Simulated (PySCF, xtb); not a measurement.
In(Me)3 (C3H9In), SMILES [CH3][In]([CH3])[CH3].

xtb with GFN2-xTB at its own geometry gives an orbital gap of 3.78 eV and a dipole moment of 0.01 D.

The structure is a stationary point at B3LYP-D3(BJ)/def2-SVP. The isomer is the one that the SMILES or the coordinates give; other isomers of the formula were not compared. The def2 effective core potentials stand for the cores of In; spin–orbit coupling is left out.

Q: What does CAM-B3LYP/def2-TZVP (PySCF) give? (The exact figures need the calculation; the answer reports its results.)

A: gap 8.14 eV (levels -8.29 and -0.15 eV), dipole 0.02 D.
